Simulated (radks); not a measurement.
Results of a calculation; reference values are marked as such.
Ionisation of the praseodymium ion Pr2+, [Xe] 4f3, to Pr3+, [Xe] 4f2, under several functionals. Scalar-relativistic Kohn-Sham, spin-polarised, spherical densities, finite nucleus; open shells are filled with parallel spins first (spin-orbit coupling, left out, can overturn this in heavy ions); a radial shooting solver on a logarithmic mesh with Libxc functionals.

functional,E(Pr2+) (hartree),Exc (hartree),IE (eV),-e(HOMO) (eV),<r> HOMO (bohr),IE error (eV)
r2SCAN,-9237.3983,-216.1093,21.908,14.190,1.123,+0.284
PBEsol,-9232.8801,-212.0965,22.297,14.557,1.128,+0.673
XLYP,-9237.7481,-216.9754,22.101,14.396,1.135,+0.477
"LDA (Slater exchange, VWN5 correlation)",-9229.5969,-208.8018,22.544,14.786,1.126,+0.921
B86b exchange with PBE correlation,-9237.2015,-216.4423,22.276,14.547,1.130,+0.652
AM05,-9229.8597,-209.0720,22.324,14.568,1.125,+0.700

NIST Atomic Spectra Database: 21.624 eV (measured). Closest: r2SCAN. The Delta-SCF values span 0.64 eV, the total energies 8.15 hartree. The highest occupied level is 4f. Open shells are spherical and high-spin; term and fine-structure splittings are not resolved. Spin-orbit splitting is averaged out at the scalar-relativistic level.
